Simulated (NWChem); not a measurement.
System: GeH3O2Cl; SMILES [OH][GeH]([OH])[Cl]

The following NWChem deck was run.

```
start job
memory heap 200 mb stack 900 mb global 1100 mb
geometry units angstroms noautoz
  Ge    -0.006508     0.409100     0.352666
  O     -1.383990     1.214410    -0.429134
  O      1.511616     1.129115    -0.255058
  Cl     0.094670    -1.707115    -0.186118
  H     -0.221599     0.573109     1.865287
  H     -1.239949     1.294550    -1.391563
  H      2.101499     0.422167    -0.580717
end
basis spherical
  Ge library def2-svp
  O library def2-svp
  Cl library def2-svp
  H library def2-svp
end
dft
  xc mn15
  grid xcoarse
  iterations 150
  mulliken
end
task dft gradient
```

NWChem printed, in part:

```
             Northwest Computational Chemistry Package (NWChem) 7.3.0
             --------------------------------------------------------

 C1  symmetry detected

                             Geometry "geometry" -> ""
                             -------------------------

 Output coordinates in angstroms (scale by  1.889725989 to convert to a.u.)

  No.       Tag          Charge          X              Y              Z
 ---- ---------------- ---------- -------------- -------------- --------------
    1 Ge                  32.0000    -0.01046946     0.35222494     0.29906672
    2 O                    8.0000    -1.36567816     1.21844096    -0.45609638
    3 O                    8.0000     1.52133880     0.92522937    -0.42043304
    4 Cl                  17.0000    -0.09121542    -1.78987486    -0.12962861
    5 H                    1.0000    -0.13260253     0.60720116     1.80944946
    6 H                    1.0000    -1.26747896     1.23941392    -1.42736198
    7 H                    1.0000     2.04048144     0.16069696    -0.73630062

 Effective nuclear repulsion energy (a.u.)     389.0945524305

                                 NWChem DFT Module
                                 -----------------

 Summary of "ao basis" -> "ao basis" (spherical)
 ------------------------------------------------------------------------------
       Tag                 Description            Shells   Functions and Types
 ---------------- ------------------------------  ------  ---------------------
 Ge                         def2-svp                12       32   5s4p3d
 O                          def2-svp                 6       14   3s2p1d
 Cl                         def2-svp                 8       18   4s3p1d
 H                          def2-svp                 3        5   2s1p

            General Information
            -------------------
          SCF calculation type: DFT
          Wavefunction type:  closed shell.
          No. of atoms     :     7
          No. of electrons :    68
           Alpha electrons :    34
            Beta electrons :    34
          Charge           :     0
          Spin multiplicity:     1
          Use of symmetry is: off; symmetry adaption is: off
          Maximum number of iterations: 150
          AO basis - number of functions:    93
                     number of shells:    41
          Convergence on energy requested:  1.00D-06
          Convergence on density requested:  1.00D-05
          Convergence on gradient requested:  5.00D-04

              XC Information
              --------------
                         MN15 Method XC Functional
                     Hartree-Fock (Exact) Exchange  0.440
                          MN15 Exchange Functional  1.000
                        MN15 Correlation Potential  1.000

             Grid Information
             ----------------
          Grid used for XC integration:  xcoarse
          Radial quadrature: Mura-Knowles
          Angular quadrature: Lebedev.
          Tag              B.-S. Rad. Rad. Pts. Rad. Cut. Ang. Pts.
          ---              ---------- --------- --------- ---------
          Ge                  1.25       75           7.0       194
          O                   0.60       21           9.0       194
          Cl                  1.00       42           9.0       194
          H                   0.35       21           9.0       194
          Grid pruning is: on
          Number of quadrature shells:   222
          Spatial weights used:  Erf1

      Superposition of Atomic Density Guess
      -------------------------------------

 Sum of atomic energies:       -2685.24715433

      Non-variational initial energy
      ------------------------------

 Total energy =   -2686.042464
 1-e energy   =   -4513.486884
 2-e energy   =    1438.349867
 HOMO         =      -0.413332
 LUMO         =       0.023214

     ---------------------------------------------
      Total Density - Mulliken Population Analysis
     ---------------------------------------------

    Atom       Charge   Shell Charges
 -----------   ------   -------------------------------------------------------
    1 Ge  32    30.50   2.00  2.00  2.00  0.92  0.13  6.00  5.98  0.79  0.49  8.15  1.81  0.24
    2 O    8     8.84   1.99  1.11  0.67  3.06  2.01  0.00
    3 O    8     8.85   1.99  1.11  0.67  3.06  2.01  0.00
    4 Cl  17    17.46   2.00  1.99  1.23  0.73  5.94  2.15  3.41  0.01
    5 H    1     1.05   0.65  0.39  0.01
    6 H    1     0.65   0.52  0.08  0.06
    7 H    1     0.66   0.52  0.08  0.06

   convergence    iter        energy       DeltaE   RMS-Dens  Diis-err
 ---------------- ----- ----------------- --------- --------- ---------
 d= 0,ls=0.0,diis     1  -2688.8576398349 -3.08D+03  1.47D-02  1.67D+00
 d= 0,ls=0.0,diis     2  -2688.8415775499  1.61D-02  8.82D-03  1.42D+00
 d= 0,ls=0.0,diis     3  -2688.9679850815 -1.26D-01  2.15D-03  1.81D-01
 d= 0,ls=0.0,diis     4  -2688.9830594321 -1.51D-02  4.97D-04  5.29D-03
 d= 0,ls=0.0,diis     5  -2688.9834930335 -4.34D-04  1.09D-04  1.10D-04
  Resetting Diis
 d= 0,ls=0.0,diis     6  -2688.9835053219 -1.23D-05  3.22D-05  7.06D-06
 d= 0,ls=0.0,diis     7  -2688.9835061032 -7.81D-07  1.89D-05  1.94D-06
 d= 0,ls=0.0,diis     8  -2688.9835059899  1.13D-07  1.03D-05  3.47D-06
 d= 0,ls=0.0,diis     9  -2688.9835062861 -2.96D-07  1.55D-06  4.25D-08

         Total DFT energy =    -2688.983506286131
      One electron energy =    -4513.402410697095
           Coulomb energy =     1560.937318858827
    Exchange-Corr. energy =     -125.612966878323
 Nuclear repulsion energy =      389.094552430460

 Numeric. integr. density =       68.000592613755

                       DFT Final Molecular Orbital Analysis
                       ------------------------------------

 Vector   32  Occ=2.000000D+00  E=-3.654266D-01
              MO Center=  4.4D-01,  1.6D-01, -1.9D-01, r^2= 3.8D+00
   Bfn.  Coefficient  Atom+Function         Bfn.  Coefficient  Atom+Function
  ----- ------------  ---------------      ----- ------------  ---------------
    52      0.312254  3 O  pz                50      0.292716  3 O  px
    71      0.276368  4 Cl px                36      0.260842  2 O  px
    55      0.230038  3 O  pz                68      0.222662  4 Cl px
    53      0.208223  3 O  px                72      0.194421  4 Cl py
    39      0.185023  2 O  px                69      0.144439  4 Cl py

 Vector   33  Occ=2.000000D+00  E=-3.606752D-01
              MO Center= -2.2D-01, -1.2D+00, -7.5D-02, r^2= 2.7D+00
   Bfn.  Coefficient  Atom+Function         Bfn.  Coefficient  Atom+Function
  ----- ------------  ---------------      ----- ------------  ---------------
    73      0.520121  4 Cl pz                70      0.408577  4 Cl pz
    67      0.233225  4 Cl pz                37     -0.227138  2 O  py
    71      0.180264  4 Cl px                40     -0.164521  2 O  py
    72     -0.158715  4 Cl py                68      0.141522  4 Cl px
    69     -0.121525  4 Cl py                79     -0.119251  5 H  s

 Vector   34  Occ=2.000000D+00  E=-3.585830D-01
              MO Center= -8.3D-02, -7.0D-01, -1.2D-01, r^2= 3.7D+00
   Bfn.  Coefficient  Atom+Function         Bfn.  Coefficient  Atom+Function
  ----- ------------  ---------------      ----- ------------  ---------------
    71      0.459293  4 Cl px                68      0.356308  4 Cl px
    37     -0.227838  2 O  py                65      0.203643  4 Cl px
    52     -0.200421  3 O  pz                73     -0.194614  4 Cl pz
    40     -0.165390  2 O  py                70     -0.155030  4 Cl pz
    36     -0.149425  2 O  px                55     -0.143053  3 O  pz

 Vector   35  Occ=0.000000D+00  E= 2.471432D-02
              MO Center= -1.5D-02, -1.1D-01,  1.7D-01, r^2= 3.7D+00
   Bfn.  Coefficient  Atom+Function         Bfn.  Coefficient  Atom+Function
  ----- ------------  ---------------      ----- ------------  ---------------
     5      0.754687  1 Ge s                  4      0.734761  1 Ge s
    80     -0.582384  5 H  s                 72     -0.493729  4 Cl py
     3     -0.394036  1 Ge s                 64     -0.317891  4 Cl s
    35     -0.286715  2 O  s                 49     -0.281024  3 O  s
    16     -0.251308  1 Ge py                69     -0.244624  4 Cl py

 Vector   36  Occ=0.000000D+00  E= 6.027784D-02
              MO Center=  4.6D-01,  4.6D-01,  1.5D-01, r^2= 4.2D+00
   Bfn.  Coefficient  Atom+Function         Bfn.  Coefficient  Atom+Function
  ----- ------------  ---------------      ----- ------------  ---------------
    49      0.686193  3 O  s                 16     -0.614732  1 Ge py
    15     -0.491525  1 Ge px                90     -0.486365  7 H  s
    13     -0.314492  1 Ge py                64     -0.238508  4 Cl s
     5     -0.229609  1 Ge s                 12     -0.205323  1 Ge px
    72     -0.200591  4 Cl py                48      0.172820  3 O  s

 Vector   37  Occ=0.000000D+00  E= 6.376490D-02
              MO Center= -2.1D-01,  4.3D-01,  1.0D-01, r^2= 4.2D+00
   Bfn.  Coefficient  Atom+Function         Bfn.  Coefficient  Atom+Function
  ----- ------------  ---------------      ----- ------------  ---------------
    15      0.744910  1 Ge px                35      0.689231  2 O  s
    16     -0.482599  1 Ge py                85     -0.385238  6 H  s
    17      0.269367  1 Ge pz                12      0.241966  1 Ge px
    64     -0.194903  4 Cl s                 13     -0.189045  1 Ge py
    71     -0.189881  4 Cl px                34      0.170174  2 O  s

     ---------------------------------------------
      Total Density - Mulliken Population Analysis
     ---------------------------------------------

    Atom       Charge   Shell Charges
 -----------   ------   -------------------------------------------------------
    1 Ge  32    31.23   2.00  2.00  1.97  1.06  0.06  6.00  5.96  1.23  0.61  8.12  1.82  0.42
    2 O    8     8.41   1.99  1.05  0.69  2.89  1.78  0.01
    3 O    8     8.42   1.99  1.05  0.70  2.89  1.79  0.01
    4 Cl  17    17.27   2.00  1.97  1.22  0.75  5.93  2.23  3.16  0.02
    5 H    1     1.07   0.73  0.33  0.01
    6 H    1     0.79   0.67  0.06  0.07
    7 H    1     0.80   0.66  0.07  0.07

     -------------------------------------------
      Total Density - Lowdin Population Analysis
     -------------------------------------------

    Atom       Charge   Shell Charges
 -----------   ------   -------------------------------------------------------
    1 Ge  32    31.65   2.00  2.00  1.91  0.71  0.33  5.99  5.80  1.28  0.90  7.83  2.05  0.86
    2 O    8     8.21   1.97  0.87  0.62  2.72  2.01  0.01
    3 O    8     8.22   1.97  0.87  0.62  2.72  2.02  0.01
    4 Cl  17    17.06   2.00  1.95  1.03  0.82  5.83  2.32  3.10  0.02
    5 H    1     1.06   0.62  0.41  0.03
    6 H    1     0.90   0.55  0.18  0.18
    7 H    1     0.91   0.55  0.18  0.18

     Multipole analysis of the density
     ---------------------------------

     L   x y z        total         alpha         beta         nuclear
     -   - - -        -----         -----         ----         -------
     0   0 0 0     -0.000000    -34.000000    -34.000000     68.000000

     1   1 0 0      0.349430      0.174715      0.174715     -0.000000
     1   0 1 0     -0.085110     -0.042555     -0.042555      0.000000
     1   0 0 1     -0.265047     -0.132523     -0.132523      0.000000

     2   2 0 0    -31.296991    -85.943095    -85.943095    140.589199
     2   1 1 0     -1.351595      0.605049      0.605049     -2.561693
     2   1 0 1      0.455240      0.167447      0.167447      0.120345
     2   0 2 0    -34.319600   -158.373836   -158.373836    282.428072
     2   0 1 1     -0.380445      1.651266      1.651266     -3.682978
     2   0 0 2    -27.450249    -35.293783    -35.293783     43.137316

            General Information
            -------------------
          SCF calculation type: DFT
          Wavefunction type:  closed shell.
          No. of atoms     :     7
          No. of electrons :    68
           Alpha electrons :    34
            Beta electrons :    34
          Charge           :     0
          Spin multiplicity:     1
          Use of symmetry is: off; symmetry adaption is: off
          Maximum number of iterations: 150
          AO basis - number of functions:    93
                     number of shells:    41
          Convergence on energy requested:  1.00D-06
          Convergence on density requested:  1.00D-05
          Convergence on gradient requested:  5.00D-04

              XC Information
              --------------
                         MN15 Method XC Functional
                     Hartree-Fock (Exact) Exchange  0.440
                          MN15 Exchange Functional  1.000
                        MN15 Correlation Potential  1.000

             Grid Information
             ----------------
          Grid used for XC integration:  xcoarse
          Radial quadrature: Mura-Knowles
          Angular quadrature: Lebedev.
          Tag              B.-S. Rad. Rad. Pts. Rad. Cut. Ang. Pts.
          ---              ---------- --------- --------- ---------
          Ge                  1.25       75           7.0       194
          O                   0.60       21           9.0       194
          Cl                  1.00       42           9.0       194
          H                   0.35       21           9.0       194
          Grid pruning is: on
          Number of quadrature shells:   222
          Spatial weights used:  Erf1

          Convergence Information
          -----------------------
          Convergence aids based upon iterative change in
          total energy or number of iterations.
          Levelshifting, if invoked, occurs when the
          HOMO/LUMO gap drops below (HL_TOL):  1.00D-02
          DIIS, if invoked, will attempt to extrapolate
          using up to (NFOCK): 10 stored Fock matrices.

                    Damping( 0%)  Levelshifting(0.5)       DIIS
                  --------------- ------------------- ---------------
          dE  on:    start            ASAP                start
          dE off:    2 iters        150 iters           150 iters

                            NWChem DFT Gradient Module
                            --------------------------

  charge          =   0.00
  wavefunction    = closed shell

                         DFT ENERGY GRADIENTS

    atom               coordinates                        gradient
                 x          y          z           x          y          z
   1 Ge     -0.019784   0.665609   0.565154    0.001765  -0.005385  -0.006952
   2 O      -2.580758   2.302520  -0.861897   -0.013588   0.009136   0.006976
   3 O       2.874913   1.748430  -0.794503    0.008081   0.015715  -0.002147
   4 Cl     -0.172372  -3.382373  -0.244963   -0.000524  -0.012471  -0.001746
   5 H      -0.250582   1.147444   3.419364   -0.001823   0.003546   0.015806
   6 H      -2.395188   2.342153  -2.697323    0.003026  -0.001392  -0.009728
   7 H       3.855951   0.303673  -1.391406    0.003063  -0.009149  -0.002208
```

Level: MN15/def2-SVP. The geometry was optimised at PBE-D3(BJ)/def2-SVP.
